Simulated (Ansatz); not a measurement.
SiBrH3 (SiH₃Br), relaxed as a singlet with RKS PBE-D4/def2-TZVP in Ansatz, starting from the GFN2-xTB geometry. Force threshold 0.02 eV/Å.

Start:

Cartesian coordinates in Å:
```
Si 0.1826 -0.0492 -0.0854
Br -1.7612 0.4769 0.8263
H -0.1196 -0.4279 -1.4558
H 0.7013 -1.1511 0.7080
H 0.9968 1.1512 0.0069
```

```
step  energy (eV)  largest force component (eV/Å)  SCF passes
   1  -77959.2339                           0.609          22
   2  -77959.2899                           0.191          27
   3  -77959.3010                           0.019          27
```

Force components are those of the run's own axes.

End:

```xyz
5

Si    0.145   -0.039   -0.068
Br   -1.820    0.493    0.854
H    -0.094   -0.440   -1.485
H     0.735   -1.171    0.703
H     1.033    1.157   -0.005
```

By distances, no bond broke or formed. The bond that changes most is Si1–H5, from 1.45 to 1.49 Å (atoms count from 1).

No frequencies were taken in this run, so the end may be a saddle point.

Hardware: 4 threads of Arm Neoverse V2 on a shared host. Wall time 2.3 s.
